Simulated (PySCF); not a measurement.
**Spinor energies of Bi²⁺ (bismuth, charge +2)**

Start: [Xe] 4f14 5d10 6s1 6p2; 6s1/2 filled at m_j = +1/2; 6p3/2 filled at m_j = +1/2, +3/2. Calculated with PySCF 2.14 in x2c-TZVPall-2c (11s11p9d3f, 110 functions): generalised Hartree-Fock with the X2C-1e Hamiltonian and a Gaussian nucleus; spin-orbit coupling (SO) screened by Boettger's factors. This is a chosen level, not necessarily the ground level.

```json
{"spinor shell": "1s1/2", "electrons": "2", "ε, screened SO (eV)": "-91029.5", "weight of nominal j (screened SO)": "1.000", "rms radius, screened SO (bohr)": "0.0178"}
{"spinor shell": "2s1/2", "electrons": "2", "ε, screened SO (eV)": "-16527.2", "weight of nominal j (screened SO)": "1.000", "rms radius, screened SO (bohr)": "0.0718"}
{"spinor shell": "2p1/2", "electrons": "2", "ε, screened SO (eV)": "-15855.5", "weight of nominal j (screened SO)": "1.000", "rms radius, screened SO (bohr)": "0.0606"}
{"spinor shell": "2p3/2", "electrons": "4", "ε, screened SO (eV)": "-13531.1", "weight of nominal j (screened SO)": "1.000", "rms radius, screened SO (bohr)": "0.0691"}
{"spinor shell": "3s1/2", "electrons": "2", "ε, screened SO (eV)": "-4077.1", "weight of nominal j (screened SO)": "1.000", "rms radius, screened SO (bohr)": "0.183"}
{"spinor shell": "3p1/2", "electrons": "2", "ε, screened SO (eV)": "-3774.6", "weight of nominal j (screened SO)": "1.000", "rms radius, screened SO (bohr)": "0.175"}
{"spinor shell": "3p3/2", "electrons": "4", "ε, screened SO (eV)": "-3247.0", "weight of nominal j (screened SO)": "1.000", "rms radius, screened SO (bohr)": "0.192"}
{"spinor shell": "3d3/2", "electrons": "4", "ε, screened SO (eV)": "-2756.8", "weight of nominal j (screened SO)": "1.000", "rms radius, screened SO (bohr)": "0.168"}
{"spinor shell": "3d5/2", "electrons": "6", "ε, screened SO (eV)": "-2645.4", "weight of nominal j (screened SO)": "1.000", "rms radius, screened SO (bohr)": "0.172"}
{"spinor shell": "4s1/2", "electrons": "2", "ε, screened SO (eV)": "-990.32", "weight of nominal j (screened SO)": "1.000", "rms radius, screened SO (bohr)": "0.401"}
{"spinor shell": "4p1/2", "electrons": "2", "ε, screened SO (eV)": "-857.68", "weight of nominal j (screened SO)": "1.000", "rms radius, screened SO (bohr)": "0.404"}
{"spinor shell": "4p3/2", "electrons": "4", "ε, screened SO (eV)": "-725.86", "weight of nominal j (screened SO)": "1.000", "rms radius, screened SO (bohr)": "0.438"}
{"spinor shell": "4d3/2", "electrons": "4", "ε, screened SO (eV)": "-509.86", "weight of nominal j (screened SO)": "1.000", "rms radius, screened SO (bohr)": "0.446"}
{"spinor shell": "4d5/2", "electrons": "6", "ε, screened SO (eV)": "-484.58", "weight of nominal j (screened SO)": "1.000", "rms radius, screened SO (bohr)": "0.457"}
{"spinor shell": "4f5/2", "electrons": "6", "ε, screened SO (eV)": "-201.51", "weight of nominal j (screened SO)": "1.000", "rms radius, screened SO (bohr)": "0.479"}
{"spinor shell": "5s1/2", "electrons": "2", "ε, screened SO (eV)": "-200.74", "weight of nominal j (screened SO)": "1.000", "rms radius, screened SO (bohr)": "0.890"}
{"spinor shell": "4f7/2", "electrons": "8", "ε, screened SO (eV)": "-196.07", "weight of nominal j (screened SO)": "1.000", "rms radius, screened SO (bohr)": "0.481"}
{"spinor shell": "5p1/2", "electrons": "2", "ε, screened SO (eV)": "-152.62", "weight of nominal j (screened SO)": "1.000", "rms radius, screened SO (bohr)": "0.952"}
{"spinor shell": "5p3/2", "electrons": "4", "ε, screened SO (eV)": "-127.23", "weight of nominal j (screened SO)": "1.000", "rms radius, screened SO (bohr)": "1.04"}
{"spinor shell": "5d3/2", "electrons": "4", "ε, screened SO (eV)": "-56.888", "weight of nominal j (screened SO)": "0.990", "rms radius, screened SO (bohr)": "1.28"}
{"spinor shell": "5d5/2", "electrons": "6", "ε, screened SO (eV)": "-53.447", "weight of nominal j (screened SO)": "0.993", "rms radius, screened SO (bohr)": "1.32"}
{"spinor shell": "6s1/2", "electrons": "1", "ε, screened SO (eV)": "-38.151", "weight of nominal j (screened SO)": "0.999", "rms radius, screened SO (bohr)": "2.24"}
{"spinor shell": "6p3/2", "electrons": "2", "ε, screened SO (eV)": "-24.846", "weight of nominal j (screened SO)": "0.645", "rms radius, screened SO (bohr)": "2.73"}
```

```csv
quantity,screened SO
E (hartree),-21553.80352
M_J,5/2
⟨J²⟩,8.761
⟨L²⟩,2.809
⟨S²⟩,3.519
```

Each row is a mean over spinors that exchange with the open shell spreads, by up to 2.012 eV (6p3/2).

Rows whose weight is well below 1 are mixtures of j = l ± 1/2: exchange outweighs spin-orbit coupling there, and the label is only the starting occupation.

Breit and QED terms are absent; they matter most for the inner s and p1/2 levels.

Densities and radii are taken from the X2C orbitals without a picture-change correction, which distorts them close to the nucleus.
